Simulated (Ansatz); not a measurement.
`[OH][GeH2][I]`, relaxed with RKS PBE-D4/def2-SVP in the Gaussian-basis code of Ansatz from a rough embedded geometry. The force threshold is 0.03 eV/Å; the program also tests the step.

Total charge 0; spin multiplicity 1. I takes the def2 core potential.

Start:

```xyz
6

O     0.344   -0.600   -1.347
Ge    0.197   -0.046    0.356
I    -2.256    0.265    1.017
H    -0.091    0.167   -1.809
H     0.955    1.318    0.499
H     0.851   -1.104    1.284
```

Problem. How much energy does the relaxation release, and in how many steps? (Best estimate.)

Solution. Ansatz gave: 8.39 kJ/mol, in 6 steps, 1 of them rejected.

Problem. Which bonds change most? (Best estimate.)

Solution. Ansatz gave: O1–H4 from 0.996 to 0.976 Å; Ge2–H5 from 1.567 to 1.553 Å; Ge2–H6 from 1.552 to 1.542 Å; Ge2–I3 from 2.559 to 2.549 Å.

Problem. Give the relaxed structure. (An estimate is asked.)

Solution. Computed: 
```xyz
6

O     0.340   -0.574   -1.310
Ge    0.217   -0.008    0.385
I    -2.222    0.297    1.062
H    -0.062    0.064   -1.929
H     0.897    1.375    0.578
H     0.830   -1.155    1.213
```
